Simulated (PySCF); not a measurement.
Cost of excited-state runs on SMILES C#C/C=C/C=C/C(C)=O, C8H8O

Geometry:
| atom | x (Å) | y (Å) | z (Å) |
| --- | --- | --- | --- |
| C1 | 4.800 | 0.193 | 0.771 |
| C2 | 3.696 | -0.139 | 0.387 |
| C3 | 2.422 | -0.548 | -0.075 |
| C4 | 1.258 | 0.061 | 0.257 |
| C5 | -0.020 | -0.384 | -0.231 |
| C6 | -1.201 | 0.192 | 0.075 |
| C7 | -2.470 | -0.343 | -0.479 |
| C8 | -3.731 | 0.375 | -0.073 |
| O9 | -2.487 | -1.304 | -1.219 |
| H10 | 5.774 | 0.490 | 1.113 |
| H11 | 2.395 | -1.416 | -0.745 |
| H12 | 1.281 | 0.928 | 0.926 |
| H13 | -0.050 | -1.252 | -0.902 |
| H14 | -1.243 | 1.062 | 0.739 |
| H15 | -3.679 | 1.435 | -0.371 |
| H16 | -3.842 | 0.358 | 1.024 |
| H17 | -4.600 | -0.101 | -0.542 |

PySCF with density fitting, on 1 thread of an Intel Xeon Platinum 8488C, shared host. Command: `OMP_NUM_THREADS=1 python excited_run.py task.json out`

How long does each of these runs take, and how much memory?
- first hyperpolarisability, CAM-B3LYP/aug-cc-pVDZ; usual settings
- excited states, CAM-B3LYP/def2-TZVP; Tamm-Dancoff; spin-orbit couplings; 6 states; 5 triplets; quadratic response for 4 states
- excited states, CAM-B3LYP/aug-cc-pVDZ; two-photon moments; 8 states; quadratic response for 6 states; 0 triplets


| run | level | basis functions | wall time | peak memory (GiB) |
| --- | --- | --- | --- | --- |
| first hyperpolarisability | CAM-B3LYP/aug-cc-pVDZ | 279 | 67 s | 1.2 |
| excited states | CAM-B3LYP/def2-TZVP | 327 | 93 s | 1.5 |
| excited states | CAM-B3LYP/aug-cc-pVDZ | 279 | 88 s | 1.2 |

Times from a shared host are rough.
